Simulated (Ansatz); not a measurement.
Molecule: BO2 (charge 0, doublet). It need not be the lowest isomer of its formula. 
Structure (B3LYP-D3(BJ)/def2-TZVP (Ansatz, a quantum-chemistry and plane-wave program) minimum search):
```xyz
3

O      0.0000     0.0000    -1.2612
B      0.0000     0.0000     0.0000
O      0.0000     0.0000     1.2612
```
Charge 0, spin multiplicity 2.

Wanted: atomisation energy (electronic, to ground-state atoms), in kcal/mol. Correlated levels leave the core frozen unless marked. UHF or UKS for open shells. No spin-orbit coupling. No relativistic terms. FCI takes restricted orbitals. The coupled-cluster limit lacks core correlation, which all-electron functionals hold. CBS(X,Y): correlation extrapolated as X^-3; Hartree-Fock from the larger set.

The UHF reference is spin-contaminated (<S^2> 0.19 over the pure value in the largest basis). 

| level | program | atomisation energy (kcal/mol) |
|---|---|---|
| B3LYP/def2-TZVPD | Ansatz | ___ |
| LC-wPBE/def2-TZVPD | Ansatz | ___ |
| B2PLYP-D3(BJ)/def2-TZVPD | Ansatz + dftd3 | 325.8 |
| SCS-MP2/6-31G | Ansatz | 255.9 |
| SCS-MP2/6-31G* | Ansatz | 300.0 |
| CCSD/cc-pVQZ | Ansatz | ___ |
| FCI/STO-3G | Ansatz | 293.7 |
| CCSD(T)/CBS(cc-pVTZ,cc-pVQZ) | Ansatz | ___ |

**Question.** Complete the blanks.

**Answer.** 
- B3LYP/def2-TZVPD, atomisation energy (kcal/mol): 329.0
- LC-wPBE/def2-TZVPD, atomisation energy (kcal/mol): 324.6
- CCSD/cc-pVQZ, atomisation energy (kcal/mol): 307.4
- CCSD(T)/CBS(cc-pVTZ,cc-pVQZ), atomisation energy (kcal/mol): 322.0
